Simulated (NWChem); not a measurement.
Molecule: C4H8O2; SMILES C1OCOCC1

```xyz
14

C     -1.3971    -0.2386     0.0000
C     -0.6208     0.1928    -1.2361
O      0.7114    -0.2573    -1.1598
C      1.3349     0.1884     0.0000
O      0.7114    -0.2573     1.1598
C     -0.6208     0.1928     1.2361
H     -1.4950    -1.3360     0.0000
H     -2.4099     0.1956     0.0000
H     -1.0509    -0.2234    -2.1585
H     -0.6401     1.3005    -1.3261
H      1.3702     1.3046     0.0000
H      2.3571    -0.2137     0.0000
H     -1.0509    -0.2234     2.1585
H     -0.6401     1.3005     1.3261
```
Atoms are numbered in this order, from 1.

All runs: NWChem. Pople sets run with spherical d functions. Geometry: optimised at PBE0/def2-SVP.

Problem. Order these runs by computing time, cheapest first, and give rough ratios: B3LYP/STO-3G; B3LYP/6-31G*; B3LYP/6-311++G**.

Solution. B3LYP/STO-3G (1), B3LYP/6-31G* (3), B3LYP/6-311++G** (10). Ratios are rough, from one shared machine; the cheapest took about 4 core-seconds (a rough figure). What differs between the cheapest and the dearest: highest occupied level (eV) -3.94 → -7.49; orbital gap (eV) 12.14 → 7.24; dipole (D) 1.63 → 2.14.
